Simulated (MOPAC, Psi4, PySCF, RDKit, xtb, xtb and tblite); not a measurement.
Two geometries of SMILES C(C)Cc1ccco1 (C₇H₁₀O), relaxed at GFN2-xTB with one dihedral held; other torsions can differ between them too.

Structure A

```
18

C     -2.0621    -0.1290     0.9021
C     -1.7242     0.6456    -0.3655
C     -0.6354    -0.0458    -1.1872
C      0.6787    -0.1107    -0.4818
C      1.2888     0.7194     0.4123
C      2.5501     0.1398     0.6998
C      2.6160    -0.9951    -0.0427
O      1.4895    -1.1548    -0.7611
H     -1.1815    -0.2302     1.5315
H     -2.4229    -1.1249     0.6544
H     -2.8350     0.3849     1.4687
H     -2.6201     0.7381    -0.9830
H     -1.3955     1.6527    -0.1051
H     -0.9414    -1.0660    -1.4302
H     -0.5048     0.4910    -2.1332
H      0.8986     1.6282     0.8222
H      3.2967     0.5209     1.3662
H      3.3740    -1.7456    -0.1461
```

Structure B

```
18

C      2.1453    -0.1647     0.8775
C      1.7060     0.6529    -0.3314
C      0.6149    -0.0487    -1.1411
C     -0.7218    -0.0465    -0.4690
C     -1.9151    -0.5660    -0.8810
C     -2.8524    -0.2752     0.1404
C     -2.1608     0.3974     1.0966
O     -0.8724     0.5386     0.7362
H      1.3099    -0.3298     1.5521
H      2.5324    -1.1321     0.5630
H      2.9283     0.3570     1.4230
H      2.5674     0.8217    -0.9816
H      1.3388     1.6258    -0.0010
H      0.9114    -1.0833    -1.3378
H      0.5081     0.4450    -2.1121
H     -2.1032    -1.0884    -1.7968
H     -3.8917    -0.5326     0.1550
H     -2.4531     0.8124     2.0405
```

Problem. Which is lower in energy at the level B3LYP-D3(BJ)/def2-SVP // GFN2-xTB run with Psi4 1.11, and by how much?

Solution. A is lower, by 1.44 kcal/mol (dihedral C2–C3–C4–O8: 150° in A, 0° in B).

E(B) − E(A) in kcal/mol at the other levels, on the same two geometries: GFN2-xTB (xtb and tblite) 1.12; MMFF94 // GFN2-xTB (RDKit) 0.92; B3LYP/def2-SVP // GFN2-xTB (Psi4) 1.18; PBE/def2-SVP // GFN2-xTB (Psi4) 1.29; PBE-D3(BJ)/def2-SVP // GFN2-xTB (Psi4) 1.45; UFF // GFN2-xTB (RDKit) -0.69; AM1, restricted, heats of formation // GFN2-xTB (MOPAC) 0.77; PM7, restricted, heats of formation // GFN2-xTB (MOPAC) 0.76; GFN1-xTB // GFN2-xTB (xtb) 0.37; restricted B3LYP/6-31G*, spherical d, density fitting // GFN2-xTB (PySCF) 1.53; restricted LDA (SVWN5)/6-31G*, spherical d, density fitting // GFN2-xTB (PySCF) 1.48; restricted Hartree-Fock/STO-3G // GFN2-xTB (PySCF) 0.82; restricted Hartree-Fock/6-31G*, spherical d, density fitting // GFN2-xTB (PySCF) 1.59.
